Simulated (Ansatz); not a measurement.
Ideal-gas functions of C2H5BrO, SMILES `CC(O)Br` at 600 K and 1 bar, from an Ansatz frequency run at PBE0-D4/def2-TZVP.

Molar mass 124.96 g/mol, point group C1 (symmetry number 1), electronic degeneracy 1, moments of inertia 55.894, 178.091, 221.049 u Å². Harmonic wavenumbers (cm⁻¹, unscaled): 247, 276, 297, 423, 467, 572, 933, 1020, 1065, 1179, 1267, 1293, 1392, 1449, 1472, 1478, 3062, 3090, 3143, 3172, 3848.

Use S(trans) = R[1.5 ln M + 2.5 ln T − 1.1517]; rotational temperatures θ = 24.2544 K / I; S(rot) = R[ln(√π/σ · √(T³/θAθBθC)) + 1.5]; for each mode x = 1.438777 ν̃/T, S = R[x/(eˣ − 1) − ln(1 − e⁻ˣ)] and H = RT x/(eˣ − 1); 1 cm⁻¹ = 0.0119627 kJ/mol; R = 8.31446 J/(mol·K).

Question: By hand: the entropy, in J/(mol·K).

Answer: Translation 183.6. Rotation: θ = 0.4339, 0.1362, 0.1097 K, giving 118.0. Vibration, mode by mode: 12.79, 11.90, 11.31, 8.54, 7.79, 6.31, 3.16, 2.68, 2.46, 1.99, 1.68, 1.60, 1.32, 1.18, 1.13, 1.12, 0.04, 0.04, 0.04, 0.04, 0.01, in all 77.1. Electronic 0.0. Sum 378.7 J/(mol·K).

Question: By hand: H − E and G − E in kJ/mol, counted from the electronic energy.

Answer: Zero-point energy ½ × 31145 × 0.0119627 = 186.3; thermal vibration 26.8; translation, rotation and pV give 4 RT = 20.0. H − E = 233.1 kJ/mol, and G − E = 233.1 − 600 × 378.7/1000 = 5.9 kJ/mol.

Vibration gives 20 % of the entropy. The sum counts one conformer and one mirror image; others add a mixing term.
